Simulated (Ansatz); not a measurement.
Job for Ansatz (an electronic-structure program): R-r2SCAN/def2-TZVPP on C3H6O2 (SMILES CCOC=O).

Ansatz 0.2 input:
```yaml
crystal:
  periodic: [false, false, false]
  atoms:
    - {symbol: C, position_ang: [-1.57750933, 0.25569017, 0.27068105]}
    - {symbol: C, position_ang: [-0.22663784, -0.40660803, 0.14554605]}
    - {symbol: O, position_ang: [0.71725014, 0.60136454, -0.29564131]}
    - {symbol: C, position_ang: [1.97916955, 0.19628653, -0.46395496]}
    - {symbol: O, position_ang: [2.39401034, -0.91485630, -0.28414678]}
    - {symbol: H, position_ang: [-2.31562588, -0.47649569, 0.60235978]}
    - {symbol: H, position_ang: [-1.54823748, 1.06748898, 0.99822191]}
    - {symbol: H, position_ang: [-1.90330157, 0.66179592, -0.68750877]}
    - {symbol: H, position_ang: [-0.23112130, -1.21764305, -0.58363121]}
    - {symbol: H, position_ang: [0.12237763, -0.81382458, 1.09520935]}
    - {symbol: H, position_ang: [2.58952574, 1.04680150, -0.79703512]}
basis:
  gaussian:
    orbitals: def2-TZVPP
hamiltonian:
  xc: {name: r2SCAN}
scf: {lower_state_search: off}
```

Output:

```
WARN ansatz: RAYON_NUM_THREADS=4 ignored (pool sized by the plan → 4); use --threads N
Functional definition: r2SCAN
these checks for a lower state are left out or cut short: stability, starts, cluster_reference, orbital_swaps, neighbouring_geometries, increment
integrals: 0.14 GiB planned
1196 factors; their error is unknown
mean field: 1.15 GiB planned
mean field evaluation 1: about -7292.3426 eV, gradient 7.0e1 eV
mean field evaluation 2: about -7280.2418 eV, gradient 1.0e2 eV
mean field evaluation 4: about -7302.0098 eV, gradient 8.6e0 eV
mean field evaluation 8: about -7302.1550 eV, gradient 3.4e-1 eV
mean field evaluation 16: about -7302.1242 eV, gradient 3.5e-4 eV
mean field -7302.12415968 eV, -268.3481133107 hartree, gradient 7.3e-6 eV, S^2 0.000000; 0 other end points of the search recorded, 0 dependent functions left out
reference -7302.12417100 eV, -268.3481137266 hartree; 20, 20 occupied and 219, 219 virtual orbitals, 1196 factors
Total energy: -7302.12417100 eV, -268.3481137266 hartree
Checks for a lower state left out: stability, starts, cluster_reference, orbital_swaps, neighbouring_geometries, increment
```

The run converged.

Cost: very roughly 4 core-seconds.
